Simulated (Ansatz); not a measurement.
Ansatz (a quantum-chemistry and plane-wave program) input (CCSD(T)/aug-cc-pVDZ):

Ansatz 0.2 input:
```yaml
crystal:
  periodic: [false, false, false]
  atoms:
    - {symbol: C, position_ang: [-0.00000000, -0.00000000, -1.88659538]}
    - {symbol: C, position_ang: [-0.00000000, -0.00000000, -0.68177999]}
    - {symbol: C, position_ang: [0.00000000, 0.00000000, 0.68177999]}
    - {symbol: C, position_ang: [0.00000000, 0.00000000, 1.88659538]}
    - {symbol: H, position_ang: [-0.00000000, -0.00000000, -2.94883252]}
    - {symbol: H, position_ang: [0.00000000, 0.00000000, 2.94883252]}
basis:
  gaussian:
    orbitals: aug-cc-pVDZ
magnetization: {spin_polarized: false}
correlation: {method: ccsd_t, electrons: outside_noble_gas}
output: {forces: true}
```

End of the output:

```
mean field evaluation 8: about -4150.0814 eV, gradient 2.2e-2 eV
mean field evaluation 16: about -4150.0812 eV, gradient 2.2e-2 eV
mean field -4150.08140785 eV, -152.5126787121 hartree, gradient 3.4e-6 eV, S^2 0.000000; 0 other end points of the search recorded, 0 dependent functions left out; unrestricted orbitals would lower it
4 core orbitals not correlated
reference -4150.08140785 eV, -152.5126787121 hartree; 9, 9 occupied and 97, 97 virtual orbitals, 1130 factors
densities: 0.90 GiB planned
second order -13.88662214 eV of doubles, -0.00000000 eV of singles
coupled cluster: 0.61 GiB planned
cycle   1  -13.74257816 eV  change    1.4e-1 eV  update   1.0e-1
cycle   2  -14.19128773 eV  change   -4.5e-1 eV  update   3.4e-2
cycle   3  -14.31364001 eV  change   -1.2e-1 eV  update   1.7e-2
cycle   4  -14.32380973 eV  change   -1.0e-2 eV  update   6.1e-3
cycle   5  -14.32985953 eV  change   -6.0e-3 eV  update   2.5e-3
cycle   6  -14.33002501 eV  change   -1.7e-4 eV  update   6.0e-4
cycle   7  -14.32996901 eV  change    5.6e-5 eV  update   2.0e-4
cycle   8  -14.33001058 eV  change   -4.2e-5 eV  update   7.9e-5
cycle   9  -14.32997717 eV  change    3.3e-5 eV  update   3.1e-5
cycle  10  -14.32994762 eV  change    3.0e-5 eV  update   1.2e-5
cycle  11  -14.32994806 eV  change   -4.3e-7 eV  update   4.7e-6
cycle  12  -14.32994574 eV  change    2.3e-6 eV  update   1.6e-6
perturbative correction -0.73357426 eV, -0.0269583567 hartree
the calculation of the forces begins
Total energy: -4165.14492784 eV, -153.0662528616 hartree
Atom 0 at    -0.000000    -0.000000    -1.886595 Å, force     0.000000     0.000000    -2.495394 eV/Å
Atom 1 at    -0.000000    -0.000000    -0.681780 Å, force    -0.000000     0.000000     1.394350 eV/Å
Atom 2 at     0.000000     0.000000     0.681780 Å, force     0.000000    -0.000000    -1.394350 eV/Å
Atom 3 at     0.000000     0.000000     1.886595 Å, force     0.000000     0.000000     2.495394 eV/Å
Atom 4 at    -0.000000    -0.000000    -2.948833 Å, force    -0.000000    -0.000000    -0.610727 eV/Å
Atom 5 at     0.000000     0.000000     2.948833 Å, force    -0.000000    -0.000000     0.610727 eV/Å
Dipole moment:    -0.000000    -0.000000    -0.000000 e Å
```
